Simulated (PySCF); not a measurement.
Run record: core-ionisation job, BeMe(OMe), `[CH3][Be][O]C`.

Method: delta-SCF UKS SCAN, pcX-2 on the ionised atom, pcseg-1 elsewhere, spin-free X2C (PySCF 2.14.0). Geometry: PBE0-D3(BJ)/def2-SVP. The input is one job of a driver script: a line of settings, then coordinates in Å.

Input:
```
{"job": {"kind": "xps", "metal_2p": true}, "charge": 0, "multiplicity": 1}
Be     0.039956    -0.181434     0.541924
C      0.091767    -0.739773     2.121491
H     -0.887782    -0.652029     2.622637
H      0.816504    -0.178131     2.735994
H      0.384382    -1.802750     2.174715
O     -0.009702     0.280246    -0.773626
C     -0.091033     0.721345    -2.070444
H     -1.038259     1.260067    -2.254017
H     -0.042309    -0.119608    -2.785638
H      0.736466     1.412069    -2.313036
```

**Question.** What does the run print?

**Answer.** 
```
ground state, core basis on atom 0 (Be), 99 functions
  cycle   1  E = -169.66081470  |g| = 8.28e-01
  cycle   2  E = -169.40730013  |g| = 1.38e+00
  cycle   3  E = -169.80073828  |g| = 1.76e-01
  cycle   4  E = -169.80729290  |g| = 4.58e-02
  cycle   5  E = -169.80786459  |g| = 9.36e-03
  cycle   6  E = -169.80788573  |g| = 1.30e-03
  cycle   7  E = -169.80788585  |g| = 4.87e-04
  E(ground) = -169.81847426 Eh
hole in Be 1s of atom 0
  cycle   1  E = -165.14695380  |g| = 8.57e-01
  cycle   2  E = -164.59260908  |g| = 1.23e+00
  cycle   3  E = -165.28616649  |g| = 5.05e-01
  cycle   4  E = -165.38663488  |g| = 2.23e-01
  cycle   5  E = -165.40574312  |g| = 5.08e-02
  cycle   6  E = -165.40694277  |g| = 1.98e-02
  cycle   7  E = -165.40713898  |g| = 4.47e-03
  cycle   8  E = -165.40715423  |g| = 1.75e-03
  cycle   9  E = -165.40715728  |g| = 1.00e-03
  cycle  10  E = -165.40715937  |g| = 5.23e-04
  cycle  11  E = -165.40715960  |g| = 9.61e-05
  E(ion) = -165.41762470 Eh   <S^2> = 0.7709   hole on atom = 1.000   binding energy = 119.753 eV
ground state, core basis on atom 1 (C), 112 functions
  cycle   1  E = -169.82103152  |g| = 7.46e-02
  cycle   2  E = -169.81971071  |g| = 9.68e-02
  cycle   3  E = -169.82141868  |g| = 2.63e-02
  cycle   4  E = -169.82153833  |g| = 6.06e-03
  cycle   5  E = -169.82154907  |g| = 3.62e-04
  E(ground) = -169.82928866 Eh
hole in C 1s of atom 1
  cycle   1  E = -158.62531450  |g| = 1.50e+00
  cycle   2  E = -158.21834812  |g| = 1.63e+00
  cycle   3  E = -159.14893575  |g| = 3.06e-01
  cycle   4  E = -159.15719419  |g| = 2.59e-01
  cycle   5  E = -159.18334736  |g| = 4.09e-02
  cycle   6  E = -159.18393784  |g| = 5.37e-03
  cycle   7  E = -159.18394974  |g| = 4.34e-03
  cycle   8  E = -159.18395907  |g| = 1.12e-03
  cycle   9  E = -159.18396076  |g| = 4.60e-04
  E(ion) = -159.19069774 Eh   <S^2> = 0.7666   hole on atom = 1.000   binding energy = 289.491 eV
ground state, core basis on atom 5 (O), 112 functions
  cycle   1  E = -169.85577727  |g| = 1.04e-01
  cycle   2  E = -169.85424869  |g| = 1.09e-01
  cycle   3  E = -169.85575302  |g| = 5.50e-02
  cycle   4  E = -169.85625721  |g| = 4.06e-03
  cycle   5  E = -169.85626119  |g| = 6.51e-04
  cycle   6  E = -169.85626202  |g| = 7.80e-05
  E(ground) = -169.86013482 Eh
hole in O 1s of atom 5
  cycle   1  E = -149.27169383  |g| = 2.23e+00
  cycle   2  E = -148.96345757  |g| = 2.13e+00
  cycle   3  E = -150.06110734  |g| = 3.43e-01
  cycle   4  E = -150.08796034  |g| = 8.86e-02
  cycle   5  E = -150.09126574  |g| = 4.35e-02
  cycle   6  E = -150.09233578  |g| = 5.04e-03
  cycle   7  E = -150.09234621  |g| = 1.43e-03
  cycle   8  E = -150.09234672  |g| = 8.42e-04
  cycle   9  E = -150.09234714  |g| = 1.06e-04
  E(ion) = -150.09751276 Eh   <S^2> = 0.7612   hole on atom = 1.000   binding energy = 537.768 eV
ground state, core basis on atom 6 (C), 112 functions
  cycle   1  E = -169.82015586  |g| = 1.06e-01
  cycle   2  E = -169.81577436  |g| = 1.77e-01
  cycle   3  E = -169.82162584  |g| = 1.73e-02
  cycle   4  E = -169.82168295  |g| = 3.26e-03
  cycle   5  E = -169.82168478  |g| = 1.12e-03
  cycle   6  E = -169.82168578  |g| = 4.37e-05
  E(ground) = -169.82856203 Eh
hole in C 1s of atom 6
  cycle   1  E = -158.52908916  |g| = 1.49e+00
  cycle   2  E = -155.70270462  |g| = 2.41e+00
  cycle   3  E = -158.45283686  |g| = 1.15e+00
  cycle   4  E = -159.00071300  |g| = 4.23e-01
  cycle   5  E = -159.05796347  |g| = 1.76e-01
  cycle   6  E = -159.06812524  |g| = 5.97e-02
  cycle   7  E = -159.07002130  |g| = 1.17e-02
  cycle   8  E = -159.07009699  |g| = 3.82e-03
  cycle   9  E = -159.07010728  |g| = 1.35e-03
  cycle  10  E = -159.07010954  |g| = 4.46e-04
  E(ion) = -159.07679990 Eh   <S^2> = 0.7694   hole on atom = 1.000   binding energy = 292.570 eV
```

Cycles run on a coarse grid; E(ground) and E(ion) are re-evaluated on a finer one, so they differ from the last cycle. Atoms in this output count from 0.

**Question.** How does the 1s binding energy of O6 follow from the two total energies?

**Answer.** E(ion) − E(ground) = -150.09751276 − (-169.86013482) = 19.762622 Eh, times 27.211386 eV gives 537.77 eV.

In short: Be1s of Be1 119.75 eV; C1s of C2 289.49 eV; O1s of O6 537.77 eV; C1s of C7 292.57 eV.

Isolated species at its PBE0-D3(BJ)/def2-SVP geometry, gas phase.

Hardware: an Arm Neoverse V1 with one thread (shared host). Cost: 15 s of wall time.
Labels such as C1 count atoms from 1, the log's own numbers from 0.
